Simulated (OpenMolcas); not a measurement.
Ag2+ among 6 point charges of -1.7 e arranged as an octahedron (Oh).

- Program: OpenMolcas
- Method: CASSCF
- Basis: ANO-RCC-VDZP [6s5p3d1f]
- Scalar Hamiltonian: DKH2, point nucleus
- Active space: 9 electrons in 5 orbitals (4d)
- State averaging: 2S+1 = 2 even, 5 roots
- Spin-orbit coupling: RASSI with atomic mean-field integrals over the reference wave functions

All point charges move together. At R = 2.1 Å |10Dq| is 5668 cm-1, and at R = 2.21 Å it is 4506 cm-1.

A third run gives 2745 cm-1. What distance was it run at?

With a power law R^-n the two known points give n = -ln(4506 / 5668) / ln(2.21 / 2.1) = 4.49. Then R = 2.1 × (5668 / 2745)^(1/4.49) = 2.468 Å. The run was at 2.46 Å, so the estimate is off by +0.008 Å.

An orbital doublet at a regular site is open to a Jahn-Teller distortion, which this geometry leaves out. The ground term spreads over less than 5000 cm-1, several times less than with real ligands, so orbital moments are less quenched and χT lies further from the spin-only value than at real sites (holds for R = 2.21; R = 2.46). This is an electrostatic model: the charges have no orbitals. No measured value stands beside these numbers.
